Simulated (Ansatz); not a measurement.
Geometry optimisation of Li5⁺.

```yaml
crystal:
  periodic: [false, false, false]
  atoms:
    - {symbol: Li, position_ang: [-1.531325, 2.368313, 0.183029]}
    - {symbol: Li, position_ang: [-0.304093, -0.320223, 1.560965]}
    - {symbol: Li, position_ang: [-0.989493, -0.569042, -1.152516]}
    - {symbol: Li, position_ang: [1.531125, -2.368255, -0.183390]}
    - {symbol: Li, position_ang: [1.293776, 0.889206, -0.408088]}
basis:
  gaussian: {orbitals: def2-TZVP}
total_charge: 1
magnetization: {spin_polarized: true, initial_magnetization: 4}
hamiltonian: {xc: r2scan}
scf: {omitted_lower_state_checks: [starts]}
output: {orbitals: {seedname: orbitals}}
relax: {f_tol: 0.02, max_steps: 100}
```

```sh
$ ansatz run in.yaml --threads 4 --pin off --events-out ev --progress --plain --max-ram 3916MiB
```

Shortened log:

```
Functional definition: r2SCAN
mean field -1015.08567950 eV, -37.3037106719 hartree, gradient 4.1e-5 eV, S^2 6.000052; 0 other end points of the search recorded, 0 dependent functions left out
relax step   1: F+E_penalty+E_count = -1015.08567950 eV  Δ(F+E_penalty+E_count) = +0.000e0 eV  max|allowed force component| = 4.151e-1 eV/Å  Δτ_max = 0.0000 Å  (23 SCF iters, accepted)
mean field -1015.23343407 eV, -37.3091405520 hartree, gradient 2.2e-5 eV, S^2 6.000052; 0 other end points of the search recorded, 0 dependent functions left out
relax step   2: F+E_penalty+E_count = -1015.23343407 eV  Δ(F+E_penalty+E_count) = -1.478e-1 eV  max|allowed force component| = 1.532e-1 eV/Å  Δτ_max = 0.1532 Å  (27 SCF iters, accepted)
mean field -1015.25981411 eV, -37.3101100006 hartree, gradient 1.5e-5 eV, S^2 6.000052; 0 other end points of the search recorded, 0 dependent functions left out
relax step   3: F+E_penalty+E_count = -1015.25981411 eV  Δ(F+E_penalty+E_count) = -2.638e-2 eV  max|allowed force component| = 8.918e-2 eV/Å  Δτ_max = 0.0592 Å  (28 SCF iters, accepted)
mean field -1015.27578659 eV, -37.3106969784 hartree, gradient 2.1e-5 eV, S^2 6.000053; 0 other end points of the search recorded, 0 dependent functions left out
relax step   4: F+E_penalty+E_count = -1015.27578659 eV  Δ(F+E_penalty+E_count) = -1.597e-2 eV  max|allowed force component| = 2.290e-2 eV/Å  Δτ_max = 0.0834 Å  (27 SCF iters, accepted)
mean field -1015.27684982 eV, -37.3107360515 hartree, gradient 1.7e-5 eV, S^2 6.000053; 0 other end points of the search recorded, 0 dependent functions left out
relax step   5: F+E_penalty+E_count = -1015.27684982 eV  Δ(F+E_penalty+E_count) = -1.063e-3 eV  max|allowed force component| = 8.029e-3 eV/Å  Δτ_max = 0.0454 Å  (28 SCF iters, accepted)
mean field -1015.27684982 eV, -37.3107360515 hartree, gradient 1.7e-5 eV, S^2 6.000053; 0 other end points of the search recorded, 0 dependent functions left out
Total energy: -1015.27689556 eV, -37.3107377326 hartree
Atom 0 at    -1.388429     2.134199     0.164375 Å, force     0.001699    -0.002148    -0.000145 eV/Å
Atom 1 at    -0.369352    -0.385649     1.888694 Å, force     0.001604     0.001597    -0.008028 eV/Å
Atom 2 at    -1.205296    -0.676300    -1.393636 Å, force     0.005307     0.002573     0.005899 eV/Å
Atom 3 at     1.388431    -2.134205    -0.164315 Å, force    -0.001699     0.002150     0.000133 eV/Å
Atom 4 at     1.574636     1.061954    -0.495119 Å, force    -0.006911    -0.004173     0.002142 eV/Å
Dipole moment:     0.000008    -0.000002    -0.000007 e Å
Checks for a lower state left out: starts
```

Run time 8.5 s (4 threads of Arm Neoverse V1 on a shared host).

At r2SCAN/def2-TZVP a singlet of charge 1 lies 1.53 eV below the quintet, each at its own geometry. The structure comes from a short search, and lower isomers may exist.
